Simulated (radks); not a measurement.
Values are calculated unless marked as measured or tabulated.
Q: The xenon ion Xe3+, [Kr] 4d10 5s2 5p3. Level of theory: non-relativistic Kohn-Sham, PBE, spin-polarised, spherical densities, point nucleus (a radial shooting solver on a logarithmic mesh with Libxc functionals). Every spin shell is full or empty, so the densities are truly spherical. Functionals are evaluated on that one density, not self-consistently. Rank these exchange functionals by their error against the exact value of the orbitals, and give that value: LDA, B88, PBE, PW91, OPTX, r2SCAN, MS2, Tao-Mo.

A: Exact: -178.151 hartree. From best to worst, with 100 (|E| - |E exact|)/|E exact| (equal figures are ties): B88 +0.01, PW91 -0.02, r2SCAN -0.13, PBE -0.43, MS2 -0.61, Tao-Mo -0.83, OPTX +1.30, LDA -4.73.
